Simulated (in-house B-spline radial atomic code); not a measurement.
Orbital energies and mean radii along the 45-electron series, configuration [Kr] 4d9. The effective charge is n√(-2ε), a non-relativistic measure. Computed with an all-electron radial atomic-structure program (B-spline basis): Dirac-Hartree-Fock, average of the configuration, finite nuclei.

```json
{"ion": "Pd+", "Z": "46", "energy of 3d3/2 (Eh)": "-13.761", "mean radius of 3d3/2 (bohr)": "0.35464", "energy of 4s1/2 (Eh)": "-4.2807", "mean radius of 4s1/2 (bohr)": "0.95418", "effective charge of 3d3/2": "15.738"}
{"ion": "Ag2+", "Z": "47", "energy of 3d3/2 (Eh)": "-15.467", "mean radius of 3d3/2 (bohr)": "0.34283", "energy of 4s1/2 (Eh)": "-5.1062", "mean radius of 4s1/2 (bohr)": "0.91716", "effective charge of 3d3/2": "16.686"}
{"ion": "Cd3+", "Z": "48", "energy of 3d3/2 (Eh)": "-17.323", "mean radius of 3d3/2 (bohr)": "0.33178", "energy of 4s1/2 (Eh)": "-6.0347", "mean radius of 4s1/2 (bohr)": "0.88195", "effective charge of 3d3/2": "17.658"}
{"ion": "In4+", "Z": "49", "energy of 3d3/2 (Eh)": "-19.317", "mean radius of 3d3/2 (bohr)": "0.32141", "energy of 4s1/2 (Eh)": "-7.0546", "mean radius of 4s1/2 (bohr)": "0.84874", "effective charge of 3d3/2": "18.647"}
{"ion": "Sn5+", "Z": "50", "energy of 3d3/2 (Eh)": "-21.444", "mean radius of 3d3/2 (bohr)": "0.31166", "energy of 4s1/2 (Eh)": "-8.1596", "mean radius of 4s1/2 (bohr)": "0.81755", "effective charge of 3d3/2": "19.647"}
{"ion": "Sb6+", "Z": "51", "energy of 3d3/2 (Eh)": "-23.698", "mean radius of 3d3/2 (bohr)": "0.30247", "energy of 4s1/2 (Eh)": "-9.3457", "mean radius of 4s1/2 (bohr)": "0.7883", "effective charge of 3d3/2": "20.653"}
{"ion": "Te7+", "Z": "52", "energy of 3d3/2 (Eh)": "-26.077", "mean radius of 3d3/2 (bohr)": "0.2938", "energy of 4s1/2 (Eh)": "-10.61", "mean radius of 4s1/2 (bohr)": "0.76087", "effective charge of 3d3/2": "21.665"}
{"ion": "I8+", "Z": "53", "energy of 3d3/2 (Eh)": "-28.579", "mean radius of 3d3/2 (bohr)": "0.28559", "energy of 4s1/2 (Eh)": "-11.952", "mean radius of 4s1/2 (bohr)": "0.73515", "effective charge of 3d3/2": "22.681"}
{"ion": "Xe9+", "Z": "54", "energy of 3d3/2 (Eh)": "-31.203", "mean radius of 3d3/2 (bohr)": "0.27782", "energy of 4s1/2 (Eh)": "-13.37", "mean radius of 4s1/2 (bohr)": "0.711", "effective charge of 3d3/2": "23.699"}
{"ion": "Cs10+", "Z": "55", "energy of 3d3/2 (Eh)": "-33.948", "mean radius of 3d3/2 (bohr)": "0.27044", "energy of 4s1/2 (Eh)": "-14.863", "mean radius of 4s1/2 (bohr)": "0.6883", "effective charge of 3d3/2": "24.72"}
{"ion": "Ba11+", "Z": "56", "energy of 3d3/2 (Eh)": "-36.813", "mean radius of 3d3/2 (bohr)": "0.26344", "energy of 4s1/2 (Eh)": "-16.43", "mean radius of 4s1/2 (bohr)": "0.66692", "effective charge of 3d3/2": "25.742"}
{"ion": "La12+", "Z": "57", "energy of 3d3/2 (Eh)": "-39.797", "mean radius of 3d3/2 (bohr)": "0.25677", "energy of 4s1/2 (Eh)": "-18.072", "mean radius of 4s1/2 (bohr)": "0.64676", "effective charge of 3d3/2": "26.765"}
{"ion": "Ce13+", "Z": "58", "energy of 3d3/2 (Eh)": "-42.899", "mean radius of 3d3/2 (bohr)": "0.25043", "energy of 4s1/2 (Eh)": "-19.788", "mean radius of 4s1/2 (bohr)": "0.62772", "effective charge of 3d3/2": "27.788"}
{"ion": "Pr14+", "Z": "59", "energy of 3d3/2 (Eh)": "-46.12", "mean radius of 3d3/2 (bohr)": "0.24438", "energy of 4s1/2 (Eh)": "-21.579", "mean radius of 4s1/2 (bohr)": "0.60972", "effective charge of 3d3/2": "28.812"}
{"ion": "Nd15+", "Z": "60", "energy of 3d3/2 (Eh)": "-49.459", "mean radius of 3d3/2 (bohr)": "0.2386", "energy of 4s1/2 (Eh)": "-23.444", "mean radius of 4s1/2 (bohr)": "0.59266", "effective charge of 3d3/2": "29.837"}
{"ion": "Pm16+", "Z": "61", "energy of 3d3/2 (Eh)": "-52.916", "mean radius of 3d3/2 (bohr)": "0.23308", "energy of 4s1/2 (Eh)": "-25.384", "mean radius of 4s1/2 (bohr)": "0.57648", "effective charge of 3d3/2": "30.862"}
{"ion": "Sm17+", "Z": "62", "energy of 3d3/2 (Eh)": "-56.49", "mean radius of 3d3/2 (bohr)": "0.22779", "energy of 4s1/2 (Eh)": "-27.398", "mean radius of 4s1/2 (bohr)": "0.5611", "effective charge of 3d3/2": "31.888"}
{"ion": "Eu18+", "Z": "63", "energy of 3d3/2 (Eh)": "-60.182", "mean radius of 3d3/2 (bohr)": "0.22274", "energy of 4s1/2 (Eh)": "-29.488", "mean radius of 4s1/2 (bohr)": "0.54648", "effective charge of 3d3/2": "32.913"}
{"ion": "Gd19+", "Z": "64", "energy of 3d3/2 (Eh)": "-63.991", "mean radius of 3d3/2 (bohr)": "0.21789", "energy of 4s1/2 (Eh)": "-31.653", "mean radius of 4s1/2 (bohr)": "0.53254", "effective charge of 3d3/2": "33.939"}
{"ion": "Tb20+", "Z": "65", "energy of 3d3/2 (Eh)": "-67.918", "mean radius of 3d3/2 (bohr)": "0.21324", "energy of 4s1/2 (Eh)": "-33.894", "mean radius of 4s1/2 (bohr)": "0.51925", "effective charge of 3d3/2": "34.965"}
```

Task: How does the screening of 3d3/2 change?

Result: Z less the effective charge goes from 30.26 at Z = 46 to 30.04 at Z = 65.
